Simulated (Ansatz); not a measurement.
A run for Ansatz (a program for electronic structure): R-BHLYP/def2-TZVPPD on CH3NOS (a complex). Files ending in .json are basis or fitting sets from the Basis Set Exchange.

Ansatz 0.2 input:
```yaml
crystal:
  periodic: [false, false, false]
  atoms:
    - {symbol: N, position_ang: [0.08141715, -0.08459136, 0.02662002]}
    - {symbol: H, position_ang: [0.71660553, 0.69713029, -0.08731696]}
    - {symbol: H, position_ang: [0.50144824, -0.88624045, -0.42973354]}
    - {symbol: H, position_ang: [-0.76990162, 0.13822243, -0.47619660]}
    - {symbol: O, position_ang: [1.19388572, 1.01499947, 2.80680409]}
    - {symbol: C, position_ang: [0.41725650, 0.23311106, 3.15458709]}
    - {symbol: S, position_ang: [-0.62203120, -0.81337773, 3.66738049]}
basis:
  gaussian:
    orbitals: def2-TZVPPD.json
hamiltonian:
  xc: {name: BHLYP}
scf: {lower_state_search: off}
```

The head of its log:

```
WARN ansatz: RAYON_NUM_THREADS=2 ignored (pool sized by the plan → 2); use --threads N
Functional definition: BHLYP
these checks for a lower state are left out or cut short: stability, starts, cluster_reference, orbital_swaps, neighbouring_geometries, increment
integrals: 0.12 GiB planned
1176 factors; their error is unknown
mean field: 1.10 GiB planned
mean field evaluation 1: about -15452.0221 eV, gradient 5.9e1 eV
mean field evaluation 2: about -15446.6739 eV, gradient 7.8e1 eV
```

Q: Give the final energy of this run.

A: -568.0857 hartree.
